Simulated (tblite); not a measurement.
C₅H₈O, charge -1, doublet, at a GFN2-xTB geometry (a state made from the parent by changing its charge; the spin is typed, not shown lowest); GFN1-xTB (tblite).

tblite was given this input:
```
$ tblite run mol.xyz --method gfn1 --charge -1 --spin 1 --guess eeq --json tblite.json --no-restart

# file mol.xyz
14

O      0.88502756     1.89138057    -0.62225082
C      0.38756476     0.85731762     0.00515967
C      1.13479625    -0.47939487     0.11570043
C      0.06091587    -1.55598187    -0.03557877
C     -1.19579130    -0.89337487     0.52585615
C     -1.11128514     0.53554569     0.00116732
H      1.93200250    -0.57598887    -0.63485990
H      1.62284296    -0.58463938     1.10398020
H      0.30327202    -2.49627006     0.47880154
H     -0.09341948    -1.78081320    -1.09525764
H     -1.14880603    -0.89288776     1.61946600
H     -2.11387555    -1.41390551     0.22542133
H     -1.55104327     0.59299776    -1.01598282
H     -1.68839625     1.23579241     0.62260895
```

Output, abridged:

```
xTB calculator
 | screened Coulomb repulsion
 | Coulomb electrostatics
 |  * isotropic Klopman-Ohno-Mataga-Nishimoto electrostatics
 |  * onsite third-order electrostatics
 | DFT-D3(BJ) dispersion correction

halogen bonding energy    0.0000000000000E+00 Eh
repulsion energy          2.0330598647486E-01 Eh
dispersion energy        -4.9781119885984E-03 Eh
number of electrons       3.5000000000000E+01 e
integral cutoff           1.9731147476801E+01 bohr

------------------------------------------------------------
  cycle        total energy    energy error   density error
------------------------------------------------------------
      1     -19.67059055814  -1.9868918E+01   6.0288711E-01
      2     -19.74067333649  -7.0082778E-02   3.6694096E-01
      3     -19.74074369231  -7.0355824E-05   5.9155938E-02
      4     -19.74195199739  -1.2083051E-03   5.1277970E-03
      5     -19.74200073094  -4.8733550E-05   7.9709906E-04
      6     -19.74200174990  -1.0189602E-06   1.9484327E-04
      7     -19.74200185592  -1.0601190E-07   8.7355596E-05
      8     -19.74200187787  -2.1949866E-08   7.9815645E-06
------------------------------------------------------------

electronic energy        -1.9940329752352E+01 Eh
total energy             -1.9742001877866E+01 Eh

Post processing:
 | Mayer-Wiberg bond orders

[Info] JSON dump of results written to 'tblite.json'
```
